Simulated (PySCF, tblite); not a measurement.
# Be2+ and 4 × water

A gas-phase complex of Be2+ and 4 × water; charge +2, singlet. The structure comes from a short search (6 tight-binding starts) and was relaxed by PBE0-D3(BJ)/def2-SVPD; another way of binding may lie lower. No frequency run checks that it is a minimum.

Parts: 1 = Be2+ ([Be+2]), atoms 1, charge +2; 2 = water (O), atoms 2–4; 3 = water (O), atoms 5–7; 4 = water (O), atoms 8–10; 5 = water (O), atoms 11–13.

| atom | part | x (Å) | y (Å) | z (Å) |
| --- | --- | --- | --- | --- |
| Be1 | 1 | 1.400 | 1.168 | 0.950 |
| O2 | 2 | 1.041 | -0.436 | 1.080 |
| H3 | 2 | 0.165 | -0.793 | 1.297 |
| H4 | 2 | 1.686 | -1.150 | 1.212 |
| O5 | 3 | -0.003 | 1.921 | 0.521 |
| H6 | 3 | -0.229 | 2.840 | 0.739 |
| H7 | 3 | -0.600 | 1.636 | -0.190 |
| O8 | 4 | 2.641 | 1.281 | -0.130 |
| H9 | 4 | 3.131 | 2.093 | -0.340 |
| H10 | 4 | 2.817 | 0.645 | -0.842 |
| O11 | 5 | 1.917 | 1.914 | 2.328 |
| H12 | 5 | 1.365 | 2.101 | 3.105 |
| H13 | 5 | 2.845 | 1.994 | 2.602 |

```
  contact  kind (by geometry)  distance (Å)  angle (°)
 Be1···O8                bond         1.649          -
 Be1···O2                bond         1.649          -
Be1···O11                bond         1.649          -
 Be1···O5                bond         1.650          -
```

The parts are joined by the bonds Be1–O8 and Be1–O2 and Be1–O11 and Be1–O5, so these are energies of forming such bonds; deforming the relaxed parts to their shape in the adduct costs 0.7 kcal/mol, which the interaction energies leave out.

Interaction energies are complex less parts, with the parts frozen as they stand in it; counterpoise-corrected, in kcal/mol (PySCF).

Question: Give the interaction energy at each level run.

Answer: 
```json
{"level": "wB97M-D3(BJ)/def2-SVPD", "interaction": "-388.55", "superposition error removed": "-3.56"}
{"level": "PBE0-D3(BJ)/def2-SVPD", "interaction": "-391.69", "superposition error removed": "-3.67"}
```

Question: What holds them together? Decompose the wB97M-D3(BJ)/def2-SVPD energy: frozen parts, their antisymmetrised product, then relaxation.

Answer: electrostatic -297.0, Pauli repulsion +113.3, orbital relaxation -202.8, dispersion correction -5.6 kcal/mol, which sum to the value before the counterpoise correction; the Pauli term holds the exchange-correlation of the frozen density too. Of the attraction, 59 % is electrostatic, 40 % is orbital relaxation, 1 % is dispersion correction.

The parts were also relaxed and run alone, at the levels used for the complex: shieldings by PBE0/pcSseg-2; core levels by delta-SCF with SCAN, pcX-2 on the ionised atom and pcseg-1 elsewhere, spin-free X2C.

Values alone: shielding of Be1 (ppm): 130.4; shielding of O8 (ppm): 328.9; shielding of O2 (ppm): 328.9; O8 1s core level (eV): 539.76.

Question: What does binding change?

Answer: 
```csv
property,alone,in the complex,change
shielding of Be1 (ppm),130.4,109.0,-21.4
shielding of O8 (ppm),328.9,309.8,-19.1
shielding of O2 (ppm),328.9,309.9,-18.9
O8 1s core level (eV),539.76,551.45,+11.70
```

Multiply charged ions in the gas phase bind far more strongly than in solution.

The 4 runs behind this took 2 min in all, one thread each of Arm Neoverse V1 on a shared host, launched as `OMP_NUM_THREADS=1 python cluster_run.py task.json out`.
